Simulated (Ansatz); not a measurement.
Consider the atomization: `O[Si](F)(Cl)CS` → C• + Cl• + F• + 4 H• + O• + S• + Si•.

Computed with Ansatz on PBE0-D4/def2-TZVP structures; ΔE is electronic, products minus reactants. CCSD(T)/CBS is the MP2 limit (def2-TZVPP, def2-QZVPP) plus CCSD(T) − MP2 in def2-TZVPP, frozen cores. This one scheme is used for every species, atoms too. Functionals use def2-TZVPP. B3LYP here is the variant with VWN-RPA as its local correlation; programs differ in this. Open shells (•) are unrestricted, without spin–orbit coupling. Spin–orbit coupling would lower the free atoms: a little for C, Cl, F, O, S, Si. One conformer a species, not always the lowest.

CCSD(T)/CBS gives +910.5 kcal/mol.

Q: Another level gave +895.2 kcal/mol. Which?
A. CCSD/def2-TZVPP
B. MP2/def2-TZVPP
C. B3LYP-D4/def2-TZVPP
D. SCS-MP2/def2-TZVPP

A: D. SCS-MP2/def2-TZVPP 895.2, MP2/def2-TZVPP 908.1, CCSD/def2-TZVPP 865.9, B3LYP-D4 898.9 kcal/mol.

Largest T1 diagnostic among the species: 0.012.

The D4 term adds +11.5 kcal/mol with B3LYP and +6.1 kcal/mol with PBE0; it sums over pairs of atoms, weighted by their polarisabilities, and B3LYP, whose exchange is more repulsive, gets the larger term. In def2-TZVPP, CCSD(T) changes the Hartree–Fock value by +226.5 kcal/mol (the triples alone add +15.5 kcal/mol) and MP2 by +253.3 kcal/mol; breaking electron pairs costs correlation energy, which Hartree–Fock lacks. From PBE to PBE0 (25 % exact exchange), in def2-TZVPP and without D4, ΔE moves by −16.6 kcal/mol: exact exchange takes away binding that semilocal exchange gives to molecules.

For atomizations the MP2-based limit and the directly extrapolated one differ by several kJ/mol either way, and by 10 to 25 for some Ge, Se and Sn compounds, so smaller differences from it don't rank the levels.
